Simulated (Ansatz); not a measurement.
`ClB(Cl)[Si](Cl)(Cl)Cl` and `N#C[Si](Cl)(Cl)Cl` differ in one atom or group.

Ansatz, PBE0-D4/def2-TZVP geometries, multiplicity 1. Each molecule was computed in one conformer, which needn't be the lowest.

```
                                      property  `ClB(Cl)[Si](Cl)(Cl)Cl`
size of the dipole moment (PBE/def2-TZVPP) / D                     1.01
           HOMO energy (B3LYP/def2-TZVPP) / eV                    -8.44
       HOMO–LUMO gap (ωB97M-V/def2-TZVPP) / eV                    10.07
             LUMO energy (PBE/def2-TZVPP) / eV                    -3.58
         HOMO–LUMO gap (B3LYP/def2-TZVPP) / eV                     5.58
         LUMO energy (ωB97M-V/def2-TZVPP) / eV                    -0.67
```

Q: What does the change do to each property? (Best estimate.)

A: The calculation gave: 
```csv
property,`N#C[Si](Cl)(Cl)Cl`,shift
size of the dipole moment (PBE/def2-TZVPP) / D,2.50,1.49
HOMO energy (B3LYP/def2-TZVPP) / eV,-9.61,-1.17
HOMO–LUMO gap (ωB97M-V/def2-TZVPP) / eV,12.94,2.87
LUMO energy (PBE/def2-TZVPP) / eV,-2.31,1.27
HOMO–LUMO gap (B3LYP/def2-TZVPP) / eV,8.07,2.49
LUMO energy (ωB97M-V/def2-TZVPP) / eV,0.80,1.47
```

With PBE0 the HOMO falls by 1.25 eV and the LUMO rises by 1.38 eV, so the gap widens by about 2.63 eV. PBE moves the HOMO by -1.11 eV and ωB97M-V by -1.41 eV. Dipoles are sizes alone; their direction can turn.

Positive LUMOs are unbound, so they and the gaps depend on the basis.

B3LYP here is the variant with VWN-RPA as its local correlation; programs differ in this.
